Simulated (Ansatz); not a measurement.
Calculated with Ansatz (gas phase, PBE0-D4/def2-TZVP geometries, no zero-point term in ΔE). CCSD(T)/CBS is the MP2 limit (def2-TZVPP, def2-QZVPP) plus CCSD(T) − MP2 in def2-TZVPP, frozen cores. DFT in def2-TZVPP. Each species was taken in one conformer, which may not be the lowest.

Consider the redistribution: `C=C[SiH2]N[SiH3]` + `C[SiH2]S[SiH](Cl)Cl` → `C=C[SiH2]S[SiH](Cl)Cl` + `C[SiH2]N[SiH3]`.

| species | PBE-D4 energy (Eh) |
| --- | --- |
| `C=C[SiH2]N[SiH3]` | -714.97666 |
| `C[SiH2]S[SiH](Cl)Cl` | -1938.65154 |
| `C=C[SiH2]S[SiH](Cl)Cl` | -1976.69379 |
| `C[SiH2]N[SiH3]` | -676.93414 |

Question: Work out ΔE.

Answer: ΔE = (-1976.69379) + (-676.93414) − (-714.97666) − (-1938.65154) = 0.00027 Eh = +0.2 kcal/mol. CCSD(T)/CBS gives +0.4 kcal/mol.

Largest T1 diagnostic among the species: 0.011.

The D4 term adds −0.8 kcal/mol with B3LYP and −0.5 kcal/mol with PBE0; it sums over pairs of atoms, weighted by their polarisabilities, and B3LYP, whose exchange is more repulsive, gets the larger term.

B3LYP here is the variant with VWN-RPA as its local correlation; programs differ in this.
